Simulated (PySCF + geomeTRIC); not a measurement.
Species: C2H5OSi, SMILES `CC(=O)[SiH2]` (O–C–Si–H torsion 148°) (charge 0, multiplicity 2).

**Question.** Give a relaxed geometry from PBE0-D4/def2-TZVP (PySCF + geomeTRIC).

**Answer.** This is not unique; one that fits is the end point of this relaxation, one of several conformers (outside a Z-matrix the atoms follow the SMILES, hydrogens last).
Bond lengths (Å): C1–C2 1.504, C1–H5 1.090, C1–H6 1.094, C1–H7 1.094, C2–O3 1.210, C2–Si4 1.917, Si4–H8 1.489, Si4–H9 1.483. Angles (°): C2–C1–H5 110.1, C2–C1–H6 110.0, C2–C1–H7 109.7, H5–C1–H6 110.0, H5–C1–H7 110.0, H6–C1–H7 106.9, C1–C2–O3 122.5, C1–C2–Si4 119.1, O3–C2–Si4 118.4, C2–Si4–H8 114.4, C2–Si4–H9 111.4, H8–Si4–H9 112.5.
